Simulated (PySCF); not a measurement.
C₆ coefficients of unlike pairs at PBE0

Calculated with PySCF 2.14 from the dipole response of each species, C₆(A,B) = (3/π) ∫ α_A(iu) α_B(iu) du, in atomic units, from isotropic polarisabilities. For ions this is the dispersion term alone; charge-induced terms of lower order in 1/R come first.

```json
{"species": "Al", "configuration": "[Ne] 3s2 3p1 (2P)", "basis": "x2c-QZVPPall with one added diffuse shell each of s, p, d, f type (10s7p5d3f1g)", "relativity": "spin-free X2C", "α (bohr³)": "62.30", "C₆ (like pair)": "553.5"}
{"species": "Rh³⁺", "configuration": "[Kr] 4d6 (5D)", "basis": "aug-cc-pVTZ-DK (9s8p6d3f2g)", "relativity": "spin-free X2C", "α (bohr³)": "4.677", "C₆ (like pair)": "21.36"}
{"species": "F⁺", "configuration": "[He] 2s2 2p4 (3P)", "basis": "aug-cc-pVTZ-DK (5s4p3d2f)", "relativity": "spin-free X2C", "α (bohr³)": "1.819", "C₆ (like pair)": "3.413"}
{"species": "Sb⁺", "configuration": "[Kr] 4d10 5s2 5p2 (3P)", "basis": "aug-cc-pwCVTZ-DK3 with one added diffuse shell each of s, p, d, f type (11s10p8d5f1g)", "relativity": "spin-free X2C", "α (bohr³)": "25.18", "C₆ (like pair)": "208.7"}
```

Estimate C₆ for Sb⁺ with F⁺.

The integral gives 23.75. The combination rule 2 C_A C_B / (C_A α_B/α_A + C_B α_A/α_B) gives 22.86 and the geometric mean 26.69.

No spin-orbit coupling is included.

The other pairs:

```
     pair     C₆
   F⁺, Al  29.69
 Rh³⁺, Al  75.44
Sb⁺, Rh³⁺  59.88
 F⁺, Rh³⁺  8.536
  Sb⁺, Al  314.5
```
